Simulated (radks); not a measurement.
The numbers below are computed, except where a source is named.
Hf25+, 47 electrons, occupied as [Kr] 4d10 4f1.

Level of theory: Dirac Kohn-Sham, LB94 model potential, spin-unpolarised, spherical densities, finite nucleus; open shells fill j = l - 1/2 first; Fermi nuclear charge, rms radius 5.347 fm (a radial shooting solver on a logarithmic mesh with Libxc functionals).

Energy parts (hartree):
kinetic: 16643.4820
electron-nucleus: -35510.4464
Hartree: 4320.0366
(The LB94 potential has no energy functional, so no total or exchange-correlation energy is given.)

Orbitals (lengths in bohr, moments of r in powers of bohr; <r^-3> diverges for s and p1/2; r(90%) holds 90 % of the orbital's charge):
orbital  occ.  eigenvalue (hartree)  r(90%)  <r^-3>  <1/r>      <r^2>  small-component weight
1s1/2       2             -2433.582  0.0345       -  83.85  0.0004939                7.34e-02
2s1/2       2             -441.5727   0.124       -  20.32   0.007563                1.66e-02
2p1/2       2             -423.4519   0.109       -  20.33   0.005411                1.67e-02
2p3/2       4             -379.3263   0.120   14930  17.26   0.006617                1.51e-02
3s1/2       2             -124.4939   0.304       -  7.468    0.04924                5.43e-03
3p1/2       2             -116.3850   0.296       -  7.393    0.04526                5.39e-03
3p3/2       4             -106.8975   0.315    3354  6.610    0.05170                4.96e-03
3d3/2       4             -93.06621   0.288   576.3  6.496    0.04028                4.83e-03
3d5/2       6             -90.99789   0.294   494.8  6.308    0.04205                4.71e-03
4s1/2       2             -46.98398   0.636       -  3.306     0.2241                1.98e-03
4p1/2       2             -43.60660   0.644       -  3.225     0.2267                1.92e-03
4p3/2       4             -41.09578   0.679   896.1  2.957     0.2531                1.77e-03
4d3/2       4             -35.48747   0.695   145.2  2.814     0.2558                1.64e-03
4d5/2       6             -34.97718   0.705   123.2  2.752     0.2639                1.60e-03
4f5/2       1             -28.12380   0.704   28.84  2.534     0.2465                1.37e-03
4f7/2       0             -27.99878   0.708   27.88  2.513     0.2497                1.35e-03

The highest occupied level is 4f5/2 at -765.29 eV. For comparison, the ionisation energy in NIST's Atomic Spectra Database is 772 eV (theoretical). In exact Kohn-Sham theory the highest level is minus the ionisation energy, but local and semilocal functionals leave it too shallow, through self-interaction and a potential that decays too fast; potentials with the right tail come closer. The electron density at the nucleus is 1.209e+06 e/bohr^3. The density falls to 0.001 e/bohr^3 at r = 1.32 bohr.

Beside tabulated values, note that spin-unpolarised runs miss the spin-polarisation part of the exchange energy of open shells.
